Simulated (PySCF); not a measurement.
# P (phosphorus, neutral): UHF calculation

Configuration: [Ne] 3s2 3p3, high-spin 4S determinant. Calculation: PySCF 2.14, in cc-pV(T+d)Z (5s4p3d1f, 39 functions); the non-relativistic Hamiltonian (point nucleus).

| Property | Result |
| --- | --- |
| Total energy | -340.716306 hartree |
| One-electron energy | -471.5138 hartree |
| Hartree (Coulomb) energy | 153.4403 hartree |
| Exchange energy | -22.6428 hartree |
| Kinetic energy | 340.71655 hartree |
| ⟨S²⟩ | 3.7503 |
| ⟨L²⟩ | 0.000 |
| Sum of ⟨r⟩ | 14.96 bohr |
| Sum of ⟨r²⟩ | 30.12 bohr² |
| Density at the nucleus (Gaussians lack the cusp) | 2150 bohr⁻³ |
| Spin density at the nucleus | 0.00326 bohr⁻³ |
| Langevin diamagnetic susceptibility | -23.9 ×10⁻⁶ cm³/mol |
| Time after the integrals | 0.1 s of wall time on 1 thread of AMD EPYC 7B13 (shared host) |

```
shell  electrons  mean orbital energy (hartree)  rms radius, mean of both spins (bohr)
 1s α          1                      -79.97845                                  0.120
 1s β          1                      -79.95858                                  0.120
 2s α          1                       -7.52078                                  0.562
 2s β          1                       -7.49891                                  0.562
 2p α          3                       -5.41951                                  0.540
 2p β          3                       -5.37943                                  0.540
 3s α          1                       -0.83538                                   2.09
 3s β          1                       -0.55584                                   2.09
 3p α          3                       -0.39136                                   2.52
```
